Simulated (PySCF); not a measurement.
Distances in Å between the heavy atoms of a computed structure (GFN2-xTB; lower triangle, same order across):
```
C1    0.00
C2    1.52  0.00
C3    2.54  1.53  0.00
N4    3.04  2.46  1.44  0.00
C5    3.38  3.36  2.48  1.34  0.00
P6    4.72  4.73  3.96  2.56  1.72  0.00
C7    4.68  4.21  3.50  2.16  2.36  1.76  0.00
N8    3.90  3.12  2.37  1.32  2.26  2.61  1.31  0.00
```

Hydrogens: 3 on C1, 2 on C2, 2 on C3, 1 on C5, 1 on C7.

Charge 0, singlet.

(1) Which heavy atoms are bonded, and with what formal order?

(2) Write the SMILES.

(3) Which rings does it hold (smallest set)?

(4) Describe the place of each heavy atom.

## Answers

(1) C1–C2 (single); C2–C3 (single); C3–N4 (single); N4–C5 (aromatic); C5–P6 (aromatic); P6–C7 (aromatic); C7–N8 (aromatic); N4–N8 (aromatic). The orders are those of one drawing; other resonance forms can be drawn.

(2) `CCCn1cpcn1`, C5H9N2P. Among its features: pyridine-type ring nitrogen and pyrrole-type ring nitrogen.

(3) N4–C5–P6–C7–N8 (5 members, 0.00 Å rms from planarity).

(4) C1: methyl carbon; C2: chain CH2 carbon; C3: sp3 carbon bound to nitrogen; N4: pyrrole-type nitrogen; C5: aromatic CH next to a ring nitrogen; P6: phosphorus bonded to 2 C; C7: aromatic CH next to a ring nitrogen; N8: pyridine-type nitrogen.

Shape of the structure used: `[CH3:1][CH2:2][CH2:3][n:4]1[cH:5][p:6][cH:7][n:8]1`: C1–C2–C3–N4 -67°, C2–C3–N4–C5 97°.
